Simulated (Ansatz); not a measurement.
These are PBE0-D4/def2-TZVP run with Ansatz (a program for electronic structure) values and carry that method's errors. No frequencies were computed at this level.

Ansatz 0.2 input:
```yaml
crystal:
  periodic: [false, false, false]
  atoms:
    - { symbol: C, position_ang: [1.29337, -0.355257, -0.460478] }
    - { symbol: C, position_ang: [0.331984, -0.172451, 0.425658] }
    - { symbol: C, position_ang: [-1.073675, 0.165244, 0.064686] }
    - { symbol: S, position_ang: [-1.483703, 1.836181, 0.626412] }
    - { symbol: H, position_ang: [1.110813, -0.2856, -1.520471] }
    - { symbol: H, position_ang: [2.300531, -0.590112, -0.162718] }
    - { symbol: H, position_ang: [0.5331, -0.23045, 1.48666] }
    - { symbol: H, position_ang: [-1.782302, -0.505929, 0.554775] }
    - { symbol: H, position_ang: [-1.230119, 0.138377, -1.014525] }
basis:
  gaussian: { orbitals: def2-tzvp }
hamiltonian:
  xc: pbe0
  dispersion: d4
relax:
  max_steps: 150
magnetization:
  spin_polarized: true
  initial_magnetization: 1
```

Output:

```
Functional definition: PBE0
1031 factors; their error is unknown
mean field evaluation 1: about -14011.7476 eV, gradient 4.0e1 eV
mean field evaluation 2: about -13993.5576 eV, gradient 6.3e1 eV
mean field evaluation 4: about -14019.6852 eV, gradient 4.0e0 eV
mean field evaluation 8: about -14019.7811 eV, gradient 2.6e-1 eV
mean field evaluation 16: about -14019.8019 eV, gradient 8.5e-2 eV
mean field evaluation 32: about -14019.7872 eV, gradient 1.5e0 eV
mean field -14019.80701860 eV, -515.2184049672 hartree, gradient 3.6e-6 eV, S^2 0.755400; 2 other end points of the search recorded, 0 dependent functions left out
reference -14019.80704529 eV, -515.2184059478 hartree; 20, 19 occupied and 140, 141 virtual orbitals, 1031 factors
relax step   1: F+E_penalty+E_count = -14019.94886021 eV  Δ(F+E_penalty+E_count) = +0.000e0 eV  max|allowed force component| = 4.999e-1 eV/Å  Δτ_max = 0.0000 Å  (101 SCF iters, accepted)
these checks for a lower state are left out or cut short: starts, cluster_reference, orbital_swaps, neighbouring_geometries, increment
1031 factors; their error is unknown
mean field -14019.82115279 eV, -515.2189243888 hartree, gradient 4.9e-6 eV, S^2 0.755417; 0 other end points of the search recorded, 0 dependent functions left out
reference -14019.82117956 eV, -515.2189253726 hartree; 20, 19 occupied and 140, 141 virtual orbitals, 1031 factors
relax step   2: F+E_penalty+E_count = -14019.96269733 eV  Δ(F+E_penalty+E_count) = -1.384e-2 eV  max|allowed force component| = 2.743e-1 eV/Å  Δτ_max = 0.0237 Å  (62 SCF iters, accepted)
these checks for a lower state are left out or cut short: starts, cluster_reference, orbital_swaps, neighbouring_geometries, increment
1031 factors; their error is unknown
mean field -14019.82282024 eV, -515.2189856666 hartree, gradient 9.8e-6 eV, S^2 0.755430; 0 other end points of the search recorded, 0 dependent functions left out
reference -14019.82284708 eV, -515.2189866530 hartree; 20, 19 occupied and 140, 141 virtual orbitals, 1031 factors
relax step   3: F+E_penalty+E_count = -14019.96407436 eV  Δ(F+E_penalty+E_count) = -1.377e-3 eV  max|allowed force component| = 1.828e-1 eV/Å  Δτ_max = 0.0318 Å  (62 SCF iters, accepted)
these checks for a lower state are left out or cut short: starts, cluster_reference, orbital_swaps, neighbouring_geometries, increment
1031 factors; their error is unknown
mean field evaluation 64: about -14019.8101 eV, gradient 7.1e-1 eV
mean field -14019.82500769 eV, -515.2190660540 hartree, gradient 8.6e-6 eV, S^2 0.755433; 0 other end points of the search recorded, 0 dependent functions left out
reference -14019.82503453 eV, -515.2190670402 hartree; 20, 19 occupied and 140, 141 virtual orbitals, 1031 factors
relax step   4: F+E_penalty+E_count = -14019.96623151 eV  Δ(F+E_penalty+E_count) = -2.157e-3 eV  max|allowed force component| = 5.253e-2 eV/Å  Δτ_max = 0.0157 Å  (60 SCF iters, accepted)
these checks for a lower state are left out or cut short: starts, cluster_reference, orbital_swaps, neighbouring_geometries, increment
1031 factors; their error is unknown
mean field -14019.82554782 eV, -515.2190859034 hartree, gradient 9.7e-6 eV, S^2 0.755439; 0 other end points of the search recorded, 0 dependent functions left out
reference -14019.82557468 eV, -515.2190868906 hartree; 20, 19 occupied and 140, 141 virtual orbitals, 1031 factors
relax step   5: F+E_penalty+E_count = -14019.96653691 eV  Δ(F+E_penalty+E_count) = -3.054e-4 eV  max|allowed force component| = 4.463e-2 eV/Å  Δτ_max = 0.0201 Å  (63 SCF iters, accepted)
these checks for a lower state are left out or cut short: starts, cluster_reference, orbital_swaps, neighbouring_geometries, increment
1031 factors; their error is unknown
mean field evaluation 96: about -14019.8259 eV, gradient 3.3e-3 eV
mean field -14019.82592211 eV, -515.2190996581 hartree, gradient 6.6e-6 eV, S^2 0.755439; 0 other end points of the search recorded, 0 dependent functions left out
reference -14019.82594897 eV, -515.2191006452 hartree; 20, 19 occupied and 140, 141 virtual orbitals, 1031 factors
relax step   6: F+E_penalty+E_count = -14019.96687677 eV  Δ(F+E_penalty+E_count) = -3.399e-4 eV  max|allowed force component| = 3.247e-2 eV/Å  Δτ_max = 0.0072 Å  (59 SCF iters, accepted)
these checks for a lower state are left out or cut short: starts, cluster_reference, orbital_swaps, neighbouring_geometries, increment
1031 factors; their error is unknown
mean field -14019.82623003 eV, -515.2191109740 hartree, gradient 4.5e-6 eV, S^2 0.755440; 0 other end points of the search recorded, 0 dependent functions left out
reference -14019.82625690 eV, -515.2191119615 hartree; 20, 19 occupied and 140, 141 virtual orbitals, 1031 factors
relax step   7: F+E_penalty+E_count = -14019.96707966 eV  Δ(F+E_penalty+E_count) = -2.029e-4 eV  max|allowed force component| = 1.964e-2 eV/Å  Δτ_max = 0.0136 Å  (58 SCF iters, accepted)
these checks for a lower state are left out or cut short: starts, cluster_reference, orbital_swaps, neighbouring_geometries, increment
1031 factors; their error is unknown
mean field -14019.82634988 eV, -515.2191153785 hartree, gradient 3.9e-6 eV, S^2 0.755440; 0 other end points of the search recorded, 0 dependent functions left out
reference -14019.82637677 eV, -515.2191163665 hartree; 20, 19 occupied and 140, 141 virtual orbitals, 1031 factors
relax step   8: F+E_penalty+E_count = -14019.96713650 eV  Δ(F+E_penalty+E_count) = -5.685e-5 eV  max|allowed force component| = 1.178e-2 eV/Å  Δτ_max = 0.0090 Å  (58 SCF iters, accepted)
these checks for a lower state are left out or cut short: starts, cluster_reference, orbital_swaps, neighbouring_geometries, increment
1031 factors; their error is unknown
mean field evaluation 128: about -14019.8138 eV, gradient 3.5e-1 eV
mean field -14019.82628792 eV, -515.2191131017 hartree, gradient 4.9e-6 eV, S^2 0.755442; 0 other end points of the search recorded, 0 dependent functions left out
reference -14019.82631481 eV, -515.2191140898 hartree; 20, 19 occupied and 140, 141 virtual orbitals, 1031 factors
relax step   9: F+E_penalty+E_count = -14019.96705909 eV  Δ(F+E_penalty+E_count) = +7.741e-5 eV  max|allowed force component| = 8.970e-2 eV/Å  Δτ_max = 0.0042 Å  (59 SCF iters, rejected (line search))
these checks for a lower state are left out or cut short: starts, cluster_reference, orbital_swaps, neighbouring_geometries, increment
1031 factors; their error is unknown
mean field -14019.82636864 eV, -515.2191160679 hartree, gradient 5.1e-6 eV, S^2 0.755440; 0 other end points of the search recorded, 0 dependent functions left out
reference -14019.82639553 eV, -515.2191170560 hartree; 20, 19 occupied and 140, 141 virtual orbitals, 1031 factors
relax step  10: F+E_penalty+E_count = -14019.96714526 eV  Δ(F+E_penalty+E_count) = -8.752e-6 eV  max|allowed force component| = 4.335e-3 eV/Å  Δτ_max = 0.0020 Å  (61 SCF iters, accepted)
1031 factors; their error is unknown
mean field evaluation 160: about -14019.8264 eV, gradient 1.2e-5 eV
mean field evaluation 192: about -14019.7734 eV, gradient 1.6e-1 eV
mean field -14019.82636864 eV, -515.2191160679 hartree, gradient 2.8e-6 eV, S^2 0.755440; 3 other end points of the search recorded, 0 dependent functions left out
reference -14019.82639553 eV, -515.2191170560 hartree; 20, 19 occupied and 140, 141 virtual orbitals, 1031 factors
Total energy: -14019.96717214 eV, -515.2242905012 hartree
Atom 0 at     1.299032    -0.377100    -0.463777 Å, force     0.001212     0.004335    -0.000774 eV/Å
Atom 1 at     0.341443    -0.151841     0.424110 Å, force     0.000301     0.001080     0.000695 eV/Å
Atom 2 at    -1.057781     0.202971     0.057722 Å, force    -0.002033    -0.000891    -0.000685 eV/Å
Atom 3 at    -1.561730     1.809335     0.680055 Å, force     0.000493    -0.000653     0.000509 eV/Å
Atom 4 at     1.107052    -0.320302    -1.530770 Å, force    -0.000889    -0.002536    -0.000723 eV/Å
Atom 5 at     2.308178    -0.624393    -0.156904 Å, force     0.000858    -0.001495     0.000279 eV/Å
Atom 6 at     0.557471    -0.195068     1.488250 Å, force    -0.001182    -0.000756     0.000361 eV/Å
Atom 7 at    -1.772126    -0.492082     0.522725 Å, force     0.000754     0.000917    -0.000652 eV/Å
Atom 8 at    -1.221540     0.148482    -1.021412 Å, force     0.000484    -0.000001     0.000990 eV/Å
Dipole moment:     0.066412    -0.296598    -0.091342 e Å
```

Cost: roughly 2.2 core-minutes.
